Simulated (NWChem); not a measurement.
System: HfO2; SMILES [O]=[Hf]=[O]

NWChem input:

```
start job
memory heap 200 mb stack 900 mb global 1100 mb
geometry units angstroms noautoz
  Hf     0.000000     0.000000     0.245504
  O      1.431920     0.000000    -0.842568
  O     -1.431920     0.000000    -0.842568
end
basis spherical
  Hf library def2-svp
  O library def2-svp
end
ecp
  Hf library def2-ecp
end
dft
  xc hfexch
  iterations 150
  vectors input atomic output neutral.movecs
end
task dft energy
charge 1
dft
  odft
  mult 2
  vectors input atomic output cation.movecs
end
task dft energy
```

All runs use the structure optimised with PBE-D3(BJ)/def2-SVP. def2 effective core potentials on Hf; no spin-orbit coupling.

Ions are spin-unrestricted doublets at the neutral geometry; other ion states weren't tried.

Question: Predict the main results of this run. (Hartree-Fock/def2-SVP with def2 effective core potentials on Hf, vertical spin-unrestricted ions.) Quantities: −ε(HOMO) (eV).

Answer: 
```yaml
"−ε(HOMO) (eV)": 10.24
```
